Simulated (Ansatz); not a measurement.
`N[SiH2][SiH2]N` and `CO[SiH2][SiH2]N` differ in one atom or group.

Ansatz, PBE0-D4/def2-TZVP geometries, multiplicity 1. Each molecule was computed in one conformer, which needn't be the lowest.

```json
{"property": "LUMO energy (PBE/def2-TZVPP) / eV", "`N[SiH2][SiH2]N`": "-1.11"}
{"property": "HOMO–LUMO gap (PBE/def2-TZVPP) / eV", "`N[SiH2][SiH2]N`": "4.74"}
{"property": "HOMO–LUMO gap (ωB97M-V/def2-TZVPP) / eV", "`N[SiH2][SiH2]N`": "10.73"}
{"property": "HOMO energy (B3LYP/def2-TZVPP) / eV", "`N[SiH2][SiH2]N`": "-6.98"}
{"property": "HOMO energy (PBE/def2-TZVPP) / eV", "`N[SiH2][SiH2]N`": "-5.86"}
{"property": "LUMO energy (ωB97M-V/def2-TZVPP) / eV", "`N[SiH2][SiH2]N`": "1.33"}
```

(1) What does the change do to each property? (Estimate.)

Results:

(1) The calculation gave: 
```json
{"property": "LUMO energy (PBE/def2-TZVPP) / eV", "`CO[SiH2][SiH2]N`": "-1.01", "shift": "0.10"}
{"property": "HOMO–LUMO gap (PBE/def2-TZVPP) / eV", "`CO[SiH2][SiH2]N`": "4.79", "shift": "0.05"}
{"property": "HOMO–LUMO gap (ωB97M-V/def2-TZVPP) / eV", "`CO[SiH2][SiH2]N`": "10.74", "shift": "0.01"}
{"property": "HOMO energy (B3LYP/def2-TZVPP) / eV", "`CO[SiH2][SiH2]N`": "-6.90", "shift": "0.08"}
{"property": "HOMO energy (PBE/def2-TZVPP) / eV", "`CO[SiH2][SiH2]N`": "-5.79", "shift": "0.07"}
{"property": "LUMO energy (ωB97M-V/def2-TZVPP) / eV", "`CO[SiH2][SiH2]N`": "1.48", "shift": "0.15"}
```

B3LYP here is the variant with VWN-RPA as its local correlation; programs differ in this.
